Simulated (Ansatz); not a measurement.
Ansatz (a first-principles code) input file for InF₂, SMILES [F][In][F], multiplicity 2, PBE0/def2-TZVPD. Geometry optimised at PBE0-D3(BJ)/def2-TZVP. The multiplicity is an assumed one; other spin states were not compared. The isomer is the one that the SMILES or the coordinates give; other isomers of the formula were not compared. The def2 effective core potentials stand for the cores of In; spin–orbit coupling is left out.

Ansatz 0.2 input:
```yaml
crystal:
  periodic: [false, false, false]
  atoms:
    - {symbol: In, position_ang: [0.00000000, 0.00000000, 0.27531426]}
    - {symbol: F, position_ang: [0.00000000, -1.66694491, -0.74946659]}
    - {symbol: F, position_ang: [0.00000000, 1.66694490, -0.74946659]}
basis:
  gaussian:
    orbitals: def2-TZVPD
hamiltonian:
  xc: {name: PBE0}
magnetization: {spin_polarized: true, initial_magnetization: 1}
```

Output:

```
WARN ansatz: RAYON_NUM_THREADS=1 ignored (pool sized by the plan → 1); use --threads N
Functional definition: PBE0
integrals: 0.05 GiB planned
907 factors; their error is unknown
mean field: 0.61 GiB planned
mean field evaluation 1: about -10600.0110 eV, gradient 4.2e1 eV
mean field evaluation 2: about -10565.0273 eV, gradient 1.1e2 eV
mean field evaluation 4: about -10605.8861 eV, gradient 1.6e0 eV
mean field evaluation 8: about -10605.9507 eV, gradient 4.6e-2 eV
mean field evaluation 16: about -10605.9507 eV, gradient 1.7e-5 eV
mean field -10605.95074795 eV, -389.7615010154 hartree, gradient 1.7e-5 eV, S^2 0.753533; 0 other end points of the search recorded, 0 dependent functions left out
reference -10605.95078555 eV, -389.7615023975 hartree; 20, 19 occupied and 116, 117 virtual orbitals, 907 factors
Total energy: -10605.95078555 eV, -389.7615023975 hartree
```

Self-consistency was reached.

Cost: around 2.9 core-seconds (rough).
